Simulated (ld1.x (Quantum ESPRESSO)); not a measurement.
Building the ultrasoft potential for Ti (Z = 22) (PBEsol, scalar-relativistic).

The input file (ld1.x (Quantum ESPRESSO) 7.5):

```
&input
   title='Ti', zed=22., rel=1, dft='PBESOL', iswitch=3,
   config='[Ar] 3d2 4s1.75 4p0 4f-2',
   nld=4, rlderiv=1.90, eminld=-7.0, emaxld=5.0, deld=0.02
 /
 &inputp
   pseudotype=3, tm=.true., lloc=-2, rcloc=1.15,
   nlcc=.false.,
   file_pseudopw='Ti.UPF', file_wfcaegen='ae.wfc', file_wfcncgen='nc.wfc', file_beta='beta', file_chi='chi', file_wfcusgen='us.wfc'
 /
8
3S  1  0   2.00   0.00  1.35  1.45  0.0
4S  2  0   1.75   0.00  1.35  1.45  0.0
3P  2  1   6.00   0.00  1.65  1.75  0.0
4P  3  1   0.00   0.00  1.65  1.75  0.0
3D  3  2   2.00   0.00  1.00  1.30  0.0
3D  3  2   0.00   4.50  1.00  1.30  0.0
4F  4  3  -2.00   0.35  1.10  1.55  0.0
4F  4  3  -2.00   0.70  1.10  1.55  0.0
 &test
   configts(1)='3s2 3p6 3d2 4s1.75 4p0'
 /
```

Command:

```bash
ld1.x < Ti.in > Ti.out
```

The program printed (shortened: banner, matrices, multipoles, cross overlaps and the repeated all-electron block are left out):

```
Program LD1 v.7.5
     --------------------------- All-electron run ----------------------------

     Ti
     scalar relativistic calculation

     atomic number is 22.00
     dft =PBESOL   lsd =0 sic =0 latt =0  beta=0.20 tr2=1.0E-14
     Exchange-correlation= PBESOL
                           (   1   4  10   8   0   0   0)
     mesh =1177 r(mesh) = 100.37945 a.u. xmin = -7.00 dx = 0.01250
     1 Ry =  13.60569312 eV, c = 137.03599908

     n l     nl                  e(Ry)          e(Ha)          e(eV)
     1 0     1S 1( 2.00)      -357.5418      -178.7709     -4864.6037
     2 0     2S 1( 2.00)       -39.5350       -19.7675      -537.9009
     2 1     2P 1( 6.00)       -32.7506       -16.3753      -445.5947
     3 0     3S 1( 2.00)        -4.7140        -2.3570       -64.1366
     3 1     3P 1( 6.00)        -2.9740        -1.4870       -40.4634
     3 2     3D 1( 2.00)        -0.4357        -0.2179        -5.9287
     4 0     4S 1( 1.75)        -0.4321        -0.2161        -5.8794
     4 1     4P 1( 0.00)        -0.1949        -0.0975        -2.6521

     final scf error:  5.1E-15 reached in  24 iterations

     Etot =   -1705.104458 Ry,    -852.552229 Ha,  -23199.127996 eV

     Ekin =    1719.231880 Ry,     859.615940 Ha,   23391.341370 eV
     Encl =   -4053.268524 Ry,   -2026.634262 Ha,  -55147.527682 eV
     Eh   =     710.718793 Ry,     355.359396 Ha,    9669.821788 eV
     Exc  =     -81.786607 Ry,     -40.893303 Ha,   -1112.763472 eV

     normalization and overlap integrals

     s(1S/1S) =  1.000000  <r> =   0.0696  <r2> =    0.0065  r(max) =   0.0455
     s(2S/2S) =  1.000000  <r> =   0.3253  <r2> =    0.1251  r(max) =   0.2682
     s(2P/2P) =  1.000000  <r> =   0.2901  <r2> =    0.1038  r(max) =   0.2196
     s(3S/3S) =  1.000000  <r> =   1.0080  <r2> =    1.1727  r(max) =   0.8685
     s(3P/3P) =  1.000000  <r> =   1.0869  <r2> =    1.3934  r(max) =   0.9016
     s(3D/3D) =  1.000000  <r> =   1.5915  <r2> =    3.4183  r(max) =   0.9841
     s(4S/4S) =  1.000000  <r> =   3.4091  <r2> =   13.3316  r(max) =   2.8834
     s(4P/4P) =  1.000000  <r> =   4.4856  <r2> =   23.4185  r(max) =   3.6563

     ------------------------ End of All-electron run ------------------------

     --------------------- Generating US pseudopotential ---------------------

      Generating local potential from pseudized AE potential:
      Matching radius rcloc =   1.1500
      Enforcing V''(0)=0 (lloc=-2)

      Local pseudo, rcloc= 1.143 Estimated cut-off energy=    23.69 Ry

      Wfc   3S  rcut= 1.362  Using Troullier-Martins method
      Wfc-us  3S rcutus= 1.468  Estimated cut-off energy=    24.32 Ry

      Wfc   4S  rcut= 1.362  Using Troullier-Martins method
      Wfc-us  4S rcutus= 1.468  Estimated cut-off energy=    47.36 Ry

      Wfc   3P  rcut= 1.664  Using Troullier-Martins method
      Wfc-us  3P rcutus= 1.749  Estimated cut-off energy=    27.45 Ry

      Wfc   4P  rcut= 1.664  Using Troullier-Martins method
      Wfc-us  4P rcutus= 1.749  Estimated cut-off energy=    51.12 Ry

      Wfc   3D  rcut= 1.009  Using Troullier-Martins method
      Wfc-us  3D rcutus= 1.296  Estimated cut-off energy=    67.13 Ry

      Wfc   3D  rcut= 1.009  Using Troullier-Martins method
      Wfc-us  3D rcutus= 1.296  Estimated cut-off energy=   115.26 Ry

      Wfc   4F  rcut= 1.088  Using Troullier-Martins method
      Wfc-us  4F rcutus= 1.543  Estimated cut-off energy=    58.89 Ry

      Wfc   4F  rcut= 1.088  Using Troullier-Martins method
      Wfc-us  4F rcutus= 1.543  Estimated cut-off energy=    59.16 Ry

     ------------------- End of pseudopotential generation -------------------

     Computing logarithmic derivative in   1.89691
     Computing logarithmic derivative in   1.89691
     Computing the partial wave expansion
     R is outside the sphere for l=    0 j= 0.00
     R is outside the sphere for l=    0 j= 0.00
     R is outside the sphere for l=    1 j= 0.00
     R is outside the sphere for l=    1 j= 0.00
     R is outside the sphere for l=    2 j= 0.00
     R is outside the sphere for l=    2 j= 0.00
     R is outside the sphere for l=    3 j= 0.00
     R is outside the sphere for l=    3 j= 0.00

     ---------------------- Testing the pseudopotential ----------------------

     Ti
     scalar relativistic calculation

     atomic number is 22.00   valence charge is 12.00
     dft =PBESOL   lsd =0 sic =0 latt =0  beta=0.20 tr2=1.0E-14
     mesh =1177 r(mesh) = 100.37945 xmin = -7.00 dx = 0.01250

     n l     nl             e AE (Ry)        e PS (Ry)    De AE-PS (Ry)
     1 0     3S   1( 2.00)       -4.71396       -4.85518        0.14122  !
     2 1     3P   1( 6.00)       -2.97400       -3.10739        0.13338  !
     3 2     3D   1( 2.00)       -0.43575       -0.54823        0.11248  !
     2 0     4S   1( 1.75)       -0.43212       -0.38043       -0.05169  !
     3 1     4P   1( 0.00)       -0.19492       -0.21958        0.02466  !

     eps = 1.9E-15  iter = 44

     Etot =   -1705.104458 Ry,    -852.552229 Ha,  -23199.127996 eV
     Etotps =  -115.999020 Ry,     -57.999510 Ha,   -1578.247064 eV

     Ekin =      38.878195 Ry,      19.439097 Ha,     528.964789 eV
     Encl =    -238.091725 Ry,    -119.045863 Ha,   -3239.402951 eV
     Ehrt =      90.071949 Ry,      45.035975 Ha,    1225.491302 eV
     Ecxc =     -13.677623 Ry,      -6.838811 Ha,    -186.093535 eV
     Epseu=       6.820184 Ry,       3.410092 Ha,      92.793332 eV

     ---------------------- End of pseudopotential test ----------------------
```

A Bessel basis up to 400 Ry misses an occupied level by 1.44 Ry, so cutoffs and ghosts were not judged. Its overlap operator is not positive definite in a basis up to 400 Ry (lowest eigenvalue p -16.63), so the file is unfit for use: the generalised eigenproblem breaks down once the basis is large enough, and its test numbers describe a broken file. The potential misses its own reference levels by up to 1.9 eV, so it is not fit for use.

Generation and configuration tests took about 1.5 s on one core of a shared server CPU.

Transferability test of the new file with ld1.x, input:

```
&input
   title='Ti', zed=22., rel=1, dft='PBESOL', iswitch=2,
   config='[Ar] 3d2 4s1.75 4p0 4f-2'
 /
 &test
   file_pseudo='Ti.UPF', nconf=8,
   configts(1)='3s2 3p6 3d2 4s1.75 4p0',
   configts(2)='3s2 3p6 3d2 4s2 4p0',
   configts(3)='3s2 3p6 3d2 4s1 4p0',
   configts(4)='3s2 3p6 3d2 4s0 4p0',
   configts(5)='3s2 3p6 3d0 4s0 4p0',
   configts(6)='3s2 3p6 3d3 4s1 4p0',
   configts(7)='3s2 3p6 3d2.5 4s1.5 4p0',
   configts(8)='3s2 3p6 3d1 4s2 4p0'
 /
```

```bash
ld1.x < Ti.test.in > Ti.test.out
```

Pseudopotential blocks of its output, shortened (energy terms left out):

```
     ---------------------- Testing the pseudopotential ----------------------

     n l     nl             e AE (Ry)        e PS (Ry)    De AE-PS (Ry)
     1 0     3S   1( 2.00)       -4.71396       -4.85518        0.14122  !
     2 1     3P   1( 6.00)       -2.97400       -3.10739        0.13338  !
     3 2     3D   1( 2.00)       -0.43575       -0.54823        0.11248  !
     2 0     4S   1( 1.75)       -0.43212       -0.38043       -0.05169  !
     3 1     4P   1( 0.00)       -0.19492       -0.21958        0.02466  !

     eps = 7.3E-15  iter = 58

     Etot =   -1705.104458 Ry,    -852.552229 Ha,  -23199.127997 eV
     Etotps =  -115.999020 Ry,     -57.999510 Ha,   -1578.247064 eV

     ---------------------- End of pseudopotential test ----------------------

          ---------------------- Testing the pseudopotential ----------------------

     n l     nl             e AE (Ry)        e PS (Ry)    De AE-PS (Ry)
     1 0     3S   1( 2.00)       -4.59005       -4.74393        0.15388  !
     2 1     3P   1( 6.00)       -2.84991       -2.99575        0.14584  !
     3 2     3D   1( 2.00)       -0.31423       -0.43740        0.12317  !
     2 0     4S   1( 2.00)       -0.32905       -0.28861       -0.04044  !
     3 1     4P   1( 0.00)       -0.10650       -0.13483        0.02833  !

     eps = 7.1E-15  iter = 44

     Etot =   -1705.199513 Ry,    -852.599756 Ha,  -23200.421284 eV
     Etotps =  -116.082582 Ry,     -58.041291 Ha,   -1579.383991 eV
     dEtot_ae =      -0.095055 Ry
     dEtot_ps =      -0.083563 Ry,   Delta E=      -0.011492 Ry

     ---------------------- End of pseudopotential test ----------------------

          ---------------------- Testing the pseudopotential ----------------------

     n l     nl             e AE (Ry)        e PS (Ry)    De AE-PS (Ry)
     1 0     3S   1( 2.00)       -5.12616       -5.21987        0.09370  !
     2 1     3P   1( 6.00)       -3.38641       -3.47356        0.08715  !
     3 2     3D   1( 2.00)       -0.83681       -0.91055        0.07374  !
     2 0     4S   1( 1.00)       -0.76073       -0.66996       -0.09077  !
     3 1     4P   1( 0.00)       -0.48378       -0.49369        0.00991  !

     eps = 8.9E-15  iter = 46

     Etot =   -1704.658649 Ry,    -852.329325 Ha,  -23193.062458 eV
     Etotps =  -115.606016 Ry,     -57.803008 Ha,   -1572.899982 eV
     dEtot_ae =       0.445809 Ry
     dEtot_ps =       0.393003 Ry,   Delta E=       0.052806 Ry

     ---------------------- End of pseudopotential test ----------------------

          ---------------------- Testing the pseudopotential ----------------------

     n l     nl             e AE (Ry)        e PS (Ry)    De AE-PS (Ry)
     1 0     3S   1( 2.00)       -5.75687       -5.73117       -0.02570  !
     2 1     3P   1( 6.00)       -4.01591       -3.99358       -0.02233  !
     3 2     3D   1( 2.00)       -1.44228       -1.42735       -0.01493  !
     2 0     4S   1( 0.00)       -1.22415       -1.05902       -0.16512  !
     3 1     4P   1( 0.00)       -0.89555       -0.87316       -0.02239  !

     eps = 7.9E-15  iter = 55

     Etot =   -1703.668568 Ry,    -851.834284 Ha,  -23179.591725 eV
     Etotps =  -114.741319 Ry,     -57.370660 Ha,   -1561.135179 eV
     dEtot_ae =       1.435889 Ry
     dEtot_ps =       1.257700 Ry,   Delta E=       0.178189 Ry

     ---------------------- End of pseudopotential test ----------------------
```

The test run then stopped with an error in chargeps: “negative rho”.
